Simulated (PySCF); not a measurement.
## Mayer bond orders and bond lengths

Compound: C7H9F3O.
SMILES with atom numbers: `[O:1]=[C:2]([CH:3]1[CH2:4][CH2:5][CH2:6][CH2:7]1)[C:8]([F:9])([F:10])[F:11]` (hydrogens: H12 on C3; H13, H14 on C4; H15, H16 on C5; H17, H18 on C6; H19, H20 on C7)

Geometry (GFN2-xTB, Å), atoms numbered from 1 in this order:
```xyz
20
C7H9F3O angstrom
O      1.397   -1.698   -0.919
C      1.302   -0.896   -0.037
C      0.057   -0.228    0.458
C     -1.215   -0.986    0.038
C     -1.806   -0.173   -1.112
C     -1.470    1.263   -0.729
C     -0.032    1.169   -0.225
C      2.584   -0.427    0.723
F      2.541   -0.843    2.001
F      3.703   -0.903    0.184
F      2.696    0.911    0.762
H      0.123   -0.116    1.542
H     -0.987   -2.008   -0.257
H     -1.912   -1.015    0.876
H     -2.875   -0.339   -1.228
H     -1.310   -0.435   -2.047
H     -1.561    1.956   -1.563
H     -2.128    1.597    0.074
H      0.656    1.216   -1.071
H      0.231    1.967    0.466
```

Bond orders from the PBE0/pcSseg-1 density (PySCF). One conformer (not necessarily the lowest) at the GFN2-xTB geometry, without solvent, vibrations or thermal averaging.

Question: How far do the computed orders between heavy atoms stray from the drawn ones?

Answer: The largest departure is 0.117, at C2–C3 (drawn single, 0.883).

Question: Set the Mayer orders of the bonds beside their lengths.

Answer: 
```json
{"bond": "O1–C2", "drawn as": "double", "length (Å)": "1.196", "Mayer order": "2.061"}
{"bond": "C2–C3", "drawn as": "single", "length (Å)": "1.497", "Mayer order": "0.883"}
{"bond": "C3–C4", "drawn as": "single", "length (Å)": "1.539", "Mayer order": "1.027"}
{"bond": "C4–C5", "drawn as": "single", "length (Å)": "1.527", "Mayer order": "1.030"}
{"bond": "C5–C6", "drawn as": "single", "length (Å)": "1.524", "Mayer order": "1.025"}
{"bond": "C6–C7", "drawn as": "single", "length (Å)": "1.527", "Mayer order": "1.037"}
{"bond": "C2–C8", "drawn as": "single", "length (Å)": "1.563", "Mayer order": "0.888"}
{"bond": "C8–F9", "drawn as": "single", "length (Å)": "1.345", "Mayer order": "0.977"}
{"bond": "C8–F10", "drawn as": "single", "length (Å)": "1.330", "Mayer order": "1.037"}
{"bond": "C8–F11", "drawn as": "single", "length (Å)": "1.343", "Mayer order": "0.982"}
{"bond": "C7–C3", "drawn as": "single", "length (Å)": "1.557", "Mayer order": "0.958"}
{"bond": "C3–H12", "drawn as": "single", "length (Å)": "1.092", "Mayer order": "0.933"}
{"bond": "C4–H13", "drawn as": "single", "length (Å)": "1.089", "Mayer order": "0.947"}
{"bond": "C4–H14", "drawn as": "single", "length (Å)": "1.090", "Mayer order": "0.949"}
{"bond": "C5–H15", "drawn as": "single", "length (Å)": "1.088", "Mayer order": "0.958"}
{"bond": "C5–H16", "drawn as": "single", "length (Å)": "1.090", "Mayer order": "0.948"}
{"bond": "C6–H17", "drawn as": "single", "length (Å)": "1.088", "Mayer order": "0.957"}
{"bond": "C6–H18", "drawn as": "single", "length (Å)": "1.091", "Mayer order": "0.949"}
{"bond": "C7–H19", "drawn as": "single", "length (Å)": "1.091", "Mayer order": "0.949"}
{"bond": "C7–H20", "drawn as": "single", "length (Å)": "1.088", "Mayer order": "0.948"}
```

Bonds between the same two heavy elements. C–C: lowest C2–C3 (0.883, 1.497 Å), highest C6–C7 (1.037, 1.527 Å); in 5 of the 21 pairs the longer bond (by over 0.003 Å) has the higher order (by 0.02 or more). C–F: lowest C8–F9 (0.977, 1.345 Å), highest C8–F10 (1.037, 1.330 Å).

Question: Sum the orders of all bonds at each heavy atom with more than one neighbour and set the sums beside the valence in the SMILES.

Answer: C2 3.832 (drawn 4), C3 3.801 (drawn 4), C4 3.953 (drawn 4), C5 3.961 (drawn 4), C6 3.968 (drawn 4), C7 3.892 (drawn 4), C8 3.884 (drawn 4). Orders between atoms that aren't bonded are not in these sums.

Mayer orders depend on the basis set.

The run behind these numbers computed NMR shieldings as well. The run took 37 s on an x86-64 server with one thread, no GPU, on a shared host.
